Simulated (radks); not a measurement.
Coherent X-ray form factor from a spherical all-electron density. Calculated with a radial shooting solver on a logarithmic mesh with Libxc functionals: scalar-relativistic Kohn-Sham, OLYP, spin-polarised, spherical densities, finite nucleus; Fermi nuclear charge, rms radius of each element as measured or else 0.836 A^(1/3) + 0.57 fm.

| sin(theta)/lambda (1/angstrom) | f0 (electrons) |
|---|---|
| 0.05 | 11.789 |
| 0.1 | 11.226 |
| 0.15 | 10.471 |
| 0.2 | 9.683 |
| 0.25 | 8.955 |
| 0.3 | 8.311 |
| 0.4 | 7.209 |
| 0.5 | 6.221 |
| 0.6 | 5.295 |
| 0.8 | 3.745 |
| 1 | 2.703 |
| 1.25 | 1.969 |
| 1.5 | 1.599 |
| 2 | 1.264 |

The species is in the configuration that NIST lists as its ground one. Which atom or ion scatters so?

Answer. The silicon ion Si2+, [Ne] 3s2. Extrapolating in s^2 from the first two rows gives f0(0) = 12.0, near the electron count 12; among species with that count, the fall with angle is slower the higher Z, and the table is that of Z = 14; from so few rows the species is fixed only to a neighbour or two.
